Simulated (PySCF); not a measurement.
# Structure elucidation problem

Molecular formula: C$_{7}$H$_{13}$N$_{3}$. Simulated spectra:

¹H NMR (500 MHz, computed): δ 7.65 (s, 2H), 4.28 (s, 2H), 0.97 (s, 9H).

¹³C{¹H} NMR (computed): δ 138.3 (CH), 67.1 (CH2), 36.2 (C), 29.3 (CH3).

Method: PBE0/pcSseg-1 with gauge-including orbitals, geometry from GFN2-xTB, in PySCF 2.14.0 with density-fitted response routines (equivalent nuclei averaged, single conformer, relativity neglected, isolated molecule).

Referencing at the same level of theory: ¹H and ¹³C vs TMS.

**Question.** Deduce the structure.

**Answer.** 
1. The formula gives 3 degrees of unsaturation (1 ring in the answer).
2. 4 carbon signals for 7 carbons: some carbons are equivalent by symmetry or fast rotation.
3. Carbon types of the structure: 1 × C, 2 × CH, 1 × CH2, 3 × CH3, which accounts for all hydrogens.
4. δC 138.3: aromatic CH next to a ring nitrogen.
5. δC 67.1: sp3 CH2 bonded to N; deshielded by the electronegative neighbour.
6. δC 36.2: quaternary sp3 carbon; aliphatic region, no heteroatom directly attached.
7. δC 29.3: methyl carbon; aliphatic region, no heteroatom directly attached.
8. δH 7.65: hydrogen on an aromatic CH next to a ring nitrogen; ring-current deshielding.
9. δH 4.28: hydrogen on an sp3 CH2 bonded to N; its carbon carries N, hence the downfield position.
10. δH 0.97: hydrogen on a methyl carbon; far from electronegative atoms and π systems.

These data were computed for SMILES CC(C)(C)Cn1nccn1.

This is the structure that produced the data.

Shifts are as computed. Against solution values, carbons near 30 ppm lie about +3 ppm off and those near 130 ppm about +5 ppm. Of 1211 compounds with measured shifts, 218 miss one by over three times the rms of a fit or turn the order of signals round; such compounds aren't used in these exercises. Multiplicities follow the n + 1 count of equivalent neighbours, as no J values were calculated; m marks all less simple cases, F and P coupling included.
